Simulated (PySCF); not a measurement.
## Predicted spectroscopic data

[PySCF 2.14: coordinates at the PBE0-D3(BJ)/def2-SVP level; J couplings at B3LYP/pcJ-1 (spin–dipole term left out of most H,H and C,H couplings); GIAO PBE0/pcSseg-1 shieldings; gas phase; no relativistic terms; averaged over atoms made equivalent by symmetry, fast rotation or ring inversion; a single conformation]

Chemical shifts δ = σref − σ; 1H and 13C vs TMS, all at this level. Multiplet labels drop J under 1 Hz and among equivalent protons, and merge close values. Unscaled 3J(H,H) run several per cent high. Splittings of carbon signals by F and P are missing where no couplings were computed. Where no couplings were computed, multiplicities follow the n + 1 count of equivalent neighbours, and m marks all less simple cases (inequivalent or close neighbours, rings, F or P nearby). Shifts are as computed. Against solution values, carbons near 30 ppm lie about +2 ppm off and those near 130 ppm about +5 ppm (rms about the fit 1.9 ppm; single classes can miss by 10 ppm). Of 1328 compounds with measured shifts, 309 miss one by over three times the rms of a fit or turn the order of signals round; such compounds aren't used in these exercises. Signals without a measured value on file couldn't be tested in this way; 1H shifts scatter by 0.2 ppm about their fit, and single ones miss by 0.5 ppm.

**1.** SMILES c1ccc(C(OC=C)=O)cc1, C9H8O2. 1H NMR (500 MHz, computed): δ 8.44 (m, 2H), 8.02 (dd, J = 15.6, 7.7 Hz, 1H), 7.68 (m, 1H), 7.60 (m, 2H), 5.28 (d, J = 15.6 Hz, 1H), 4.87 (d, J = 7.7 Hz, 1H). 13C{1H} NMR (computed): δ 164.8, 148.1, 139.6, 136.9, 133.6, 132.5, 101.3.

**2.** SMILES FC(F)[C@@H]1C[C@@H]2C=C[C@H]1C2, C8H10F2. 1H NMR (500 MHz, computed): δ 6.48 (m, 1H), 6.28 (m, 1H), 5.05 (m, 1H), 2.82 (m, 1H), 2.63 (m, 1H), 2.30 (m, 1H), 1.86 (m, 1H), 1.41 (m, 1H), 1.20 (m, 1H), 0.81 (m, 1H). 13C{1H} NMR (computed): δ 148.9 (CH), 142.5 (CH), 124.1 (CH), 52.8 (CH2), 46.0 (CH), 46.0 (CH), 45.1 (CH), 29.3 (CH2).
